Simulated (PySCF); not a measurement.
C3H6B2Cl2F2.
SMILES: `CC[C@H](B(F)F)B(Cl)Cl`

Torsions of this conformer, `[CH3:1][CH2:2][C@H:3]([B:4]([F:5])[F:6])[B:7]([Cl:8])[Cl:9]`: C1–C2–C3–B4 -66°, C2–C3–B4–F5 150°, C2–C3–B7–Cl8 24°.

The closed-shell ground state was solved at several levels (PySCF, density fitting, gas phase, non-relativistic). The structure is a single PBE0-D3(BJ)/def2-SVP conformer in the gas phase; no vibrational or solvent corrections.

```tsv
level	basis functions	HOMO (eV)	LUMO (eV)	gap (eV)	dipole (D)
PBE0/pcSseg-1	197	-9.11	-1.81	7.30	2.06
wB97X-D/def2-SVPD	248	-10.96	-0.02	10.94	2.08
```

What might mPW1PW91/pcSseg-1 (197 basis functions) give for the same quantities?

HOMO -9.15 eV, LUMO -1.82 eV, gap 7.33 eV, dipole 2.08 D.

Over all these levels, which gives the widest orbital gap and which the narrowest?

wB97X-D/def2-SVPD (range-separated hybrid) has the widest, 10.94 eV, and PBE0/pcSseg-1 (global hybrid, 25 % exact exchange) the narrowest, 7.30 eV. Functional and basis both differ between the two, so the spread mixes both effects.

How far do the dipole and the HOMO energy spread over the levels?

The dipole runs from 2.06 to 2.08 D (mean 2.07 D) and the HOMO from -10.96 to -9.11 eV.
